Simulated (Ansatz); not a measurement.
Species: C₂H₃Si, charge 0, doublet. C2H3Si (SMILES C#C[SiH2], doublet).
B3LYP-D3(BJ)/def2-TZVP minimum from Ansatz (an electronic-structure program):
```xyz
6

Si    -0.9705    -0.0822    -0.5111
C      0.6280     0.0688     0.3149
C      1.7225     0.2546     0.7965
H     -1.1146    -1.4037    -1.1623
H     -2.0843     0.2060     0.4203
H      2.6823     0.4074     1.2292
```
Charge 0, spin multiplicity 2.

Total energies in aug-cc-pV(D+d)Z, 15 correlated electrons, 7 frozen orbitals. UHF or UKS for unpaired electrons; spin-orbit terms are left out. Cores are frozen in correlated methods. No relativity. The UHF reference of C2H3Si (C#C[SiH2], doublet) is spin-contaminated (<S^2> up to 0.10 over the pure value in the sets run).

```json
[
 {"method": "HF", "program": "Ansatz", "energy (Eh)": "-366.32934", "minus CCSDT(Q) (mEh)": "392.09"},
 {"method": "MP2", "program": "Ansatz", "energy (Eh)": "-366.66570", "minus CCSDT(Q) (mEh)": "55.73"},
 {"method": "CCSD", "program": "Ansatz", "energy (Eh)": "-366.70255", "minus CCSDT(Q) (mEh)": "18.88"},
 {"method": "CCSD(T)", "program": "Ansatz", "energy (Eh)": "-366.71890", "minus CCSDT(Q) (mEh)": "2.53"},
 {"method": "CCSDT(Q)", "program": "Ansatz", "energy (Eh)": "-366.72143", "minus CCSDT(Q) (mEh)": "0.00"}
]
```

Rough core times of Ansatz's runs on a shared machine: CCSD(T) 30 s, CCSDT(Q) 40 min.
